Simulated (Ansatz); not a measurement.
Isolated molecules relaxed with PBE0-D4/def2-TZVP in Ansatz; ΔE leaves out vibrations. CCSD(T)/CBS is the MP2 limit (def2-TZVPP, def2-QZVPP) plus CCSD(T) − MP2 in def2-TZVPP, frozen cores. Functionals use def2-TZVPP. For Zn outer-core shells are correlated without core-valence functions, which leaves a few kJ/mol of doubt a bond. Scalar relativity is left out up to krypton. Each species was taken in one conformer, which may not be the lowest.

`C[Si](F)(P)Cl` + `[NH2][ZnH]` → `P[NH][ZnH]` + `C[SiH](F)Cl`  (cleavage of the P–Si bond)

`C[Si](F)(P)Cl`:

Cartesian coordinates in Å:
```
C 0.385 -0.268 1.463
Si -0.084 0.540 -0.130
F -1.600 1.033 -0.019
P 0.225 -0.777 -1.913
Cl 1.053 2.224 -0.419
H 0.242 0.426 2.294
H -0.234 -1.152 1.640
H 1.432 -0.575 1.443
H -0.922 -1.559 -1.601
H -0.496 0.107 -2.758
```

`[NH2][ZnH]`:

```xyz
5

N    -0.591    0.577   -0.124
Zn    0.653   -0.745   -0.061
H    -0.299    1.543   -0.137
H    -1.434    0.502    0.425
H     1.671   -1.877   -0.103
```

`P[NH][ZnH]`:

Cartesian coordinates in Å:
```
P -1.330 0.221 0.792
N 0.072 0.782 0.017
Zn 1.372 -0.198 -0.812
H -0.822 -0.842 1.599
H -1.856 -0.700 -0.164
H 0.130 1.786 0.060
H 2.433 -1.048 -1.492
```

`C[SiH](F)Cl`:

Cartesian coordinates in Å:
```
C -0.408 0.882 -0.280
Si 0.252 -0.731 0.319
F -0.643 -1.918 -0.258
Cl 2.161 -1.011 -0.361
H -1.436 1.022 0.064
H 0.200 1.707 0.098
H -0.398 0.919 -1.372
H 0.273 -0.869 1.789
```

```
        species  CAM-B3LYP energy (Eh)
`C[Si](F)(P)Cl`            -1232.22470
   `[NH2][ZnH]`            -1836.05998
   `P[NH][ZnH]`            -2178.02966
  `C[SiH](F)Cl`             -890.24477
```

(1) Work out ΔE.

Largest T1 diagnostic among the species: 0.016.

Answers

(1) ΔE = (-2178.02966) + (-890.24477) − (-1232.22470) − (-1836.05998) = 0.01025 Eh = +26.9 kJ/mol. CCSD(T)/CBS gives +35.9 kJ/mol.

From PBE to PBE0 (25 % exact exchange), in def2-TZVPP and without D4, ΔE moves by −5.0 kJ/mol. Leaving LDA and LC-ωPBE aside and taking each functional with its dispersion term where it has one, the values, not all of them listed here, spread over 20.7 kJ/mol, from BHLYP-D4 to PBE-D4. In def2-TZVPP, CCSD(T) changes the Hartree–Fock value by +24.9 kJ/mol (the triples alone add +3.7 kJ/mol) and MP2 by +25.8 kJ/mol.
